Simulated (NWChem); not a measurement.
The numbers come from NWChem runs, not from measurements. System: Ag$_{2}$, charge 0, spin multiplicity 1, at a geometry optimised with B3LYP/def2-SVP with def2 effective core potentials on Ag. The structure started from a generated list of species. Level: G0W0@PBE/def2-SVPD with def2 effective core potentials on Ag, RI basis def2-svpd-rifit, no spin-orbit coupling.

Part of the output:

```
             Northwest Computational Chemistry Package (NWChem) 7.3.0
             --------------------------------------------------------

                                NWChem Input Module
                                -------------------

 Scaling coordinates for geometry "geometry" by  1.889725989
 (inverse scale =  0.529177249)

 Turning off AUTOSYM since
 SYMMETRY directive was detected!

                             Geometry "geometry" -> ""
                             -------------------------

 Output coordinates in angstroms (scale by  1.889725989 to convert to a.u.)

  No.       Tag          Charge          X              Y              Z
 ---- ---------------- ---------- -------------- -------------- --------------
    1 Ag                  47.0000     0.00000000     0.00000000     1.29955000
    2 Ag                  47.0000     0.00000000     0.00000000    -1.29955000

 Effective nuclear repulsion energy (a.u.)     449.7528156055

            Nuclear Dipole moment (a.u.)
            ----------------------------
        X                 Y               Z
 ---------------- ---------------- ----------------
     0.0000000000     0.0000000000     0.0000000000

      Symmetry information
      --------------------

 Group name             D2h
 Group number             26
 Group order               8
 No. of unique centers     1

      Symmetry unique atoms

     1


 Summary of "ao basis" -> "" (spherical)
 ------------------------------------------------------------------------------
       Tag                 Description            Shells   Functions and Types
 ---------------- ------------------------------  ------  ---------------------
 *                         def2-svpd                  on all atoms

 Summary of "ri basis" -> "" (spherical)
 ------------------------------------------------------------------------------
       Tag                 Description            Shells   Functions and Types
 ---------------- ------------------------------  ------  ---------------------
 *                      def2-svpd-rifit               on all atoms

  pbe96 is a nonlocal functional; adding pw91lda local functional.

                                 NWChem DFT Module
                                 -----------------

 Summary of "ao basis" -> "ao basis" (spherical)
 ------------------------------------------------------------------------------
       Tag                 Description            Shells   Functions and Types
[...]
   Bfn.  Coefficient  Atom+Function         Bfn.  Coefficient  Atom+Function
  ----- ------------  ---------------      ----- ------------  ---------------
    12      0.421330  1 Ag px                46      0.421330  2 Ag px
     6     -0.158503  1 Ag px                40     -0.158503  2 Ag px
     9      0.140462  1 Ag px                43      0.140462  2 Ag px
    15      0.093071  1 Ag px                49      0.093071  2 Ag px
    21     -0.052042  1 Ag d  1              55      0.052042  2 Ag d  1

 center of mass
 --------------
 x =   0.00000000 y =   0.00000000 z =   0.00000000

 moments of inertia (a.u.)
 ------------------
        1289.472361242184           0.000000000000           0.000000000000
           0.000000000000        1289.472361242184           0.000000000000
           0.000000000000           0.000000000000           0.000000000000

     Multipole analysis of the density
     ---------------------------------

     L   x y z        total         alpha         beta         nuclear
     -   - - -        -----         -----         ----         -------
     0   0 0 0     -0.000000    -19.000000    -19.000000     38.000000

     1   1 0 0      0.000000      0.000000      0.000000      0.000000
     1   0 1 0      0.000000      0.000000      0.000000      0.000000
     1   0 0 1     -0.000000     -0.000000     -0.000000      0.000000

     2   2 0 0    -30.036824    -15.018412    -15.018412      0.000000
     2   1 1 0     -0.000000     -0.000000     -0.000000      0.000000
     2   1 0 1     -0.000000     -0.000000     -0.000000      0.000000
     2   0 2 0    -30.036824    -15.018412    -15.018412      0.000000
     2   0 1 1     -0.000000     -0.000000     -0.000000      0.000000
     2   0 0 2    -24.686652   -126.930830   -126.930830    229.175008

 Task  times  cpu:        9.3s     wall:        9.3s

                                NWChem Input Module
                                -------------------

                                 NWChem GW Module
                                 ----------------

                             ***********************
                             ***        GW       ***
                             ***********************

 Summary of "ri basis" -> "ri basis" (spherical)
 ------------------------------------------------------------------------------
       Tag                 Description            Shells   Functions and Types
 ---------------- ------------------------------  ------  ---------------------
 Ag                     def2-svpd-rifit             33      141   9s8p7d5f3g1h

                 Memory Information
                 ------------------
          Available GA per process is          1700.0 MBs
          Available stack per process is        700.0 MBs
          Available heap per process is           0.0 MBs

          Peak memory in Initialization
              Peak GA per process is                  3.7 MBs
              Peak stack per process is               0.0 MBs
              Peak heap per process is                4.1 MBs
              Memory not in MA per process            0.0 MBs

          Peak memory in AFF Calculation
              Peak GA per process is                 11.6 MBs
              Peak stack per process is               6.6 MBs
              Peak heap per process is                0.0 MBs
              Memory not in MA per process            6.6 MBs

          Computing 2-center integrals
          Computing Inverse Cholesky factor
          Computing 3-center integrals
          Computing V_xc ...

          Computing Sigma_x
          Computing RPA polarizability
          Solving quasiparticle equations

                  Alpha Orbitals
          State     Energy (eV)     Error (eV)
          -----------------------------------
@GW        16         -9.170           0.004
@GW        17         -9.170           0.004
@GW        18         -9.291           0.004
@GW        19         -7.213           0.005
@GW        20         -0.821           0.002
@GW        21          0.905           0.004

   Applying  -2.0573 eV scissor-shift to rest of particle states

   Applying   2.3263 eV scissor-shift to rest of hole states

     GW Timing Statistics
   ------------------------
   Init.   :          0.1s
     ERIs  :          0.3s
     Distr.:          0.0s
     Vxc   :          0.1s
   Sigma_x :          0.0s
   RPA     :          0.2s
   Wmn     :          0.0s
   Sigma_c :          0.0s
   GW total:          0.7s

 Task  times  cpu:        0.7s     wall:        0.7s

 Total times  cpu:       10.0s     wall:       10.0s
```

Task: Write an NWChem input that would produce this output.

Result: This is not unique; one that fits is 
```
start mol
memory heap 200 mb stack 700 mb global 1700 mb
geometry units angstroms nocenter noautoz
  Ag     0.000000     0.000000     1.299550
  Ag     0.000000     0.000000    -1.299550
  symmetry group D2h
end
basis spherical
  * library def2-svpd
end
ecp
  Ag library def2-ecp
end
basis "ri basis" bse spherical
  * library def2-svpd-rifit
end
dft
  xc xpbe96 cpbe96
  iterations 100
  direct
  tolerances tight
end
task dft energy
gw
  states alpha occ 4 vir 2
end
task dft gw
```
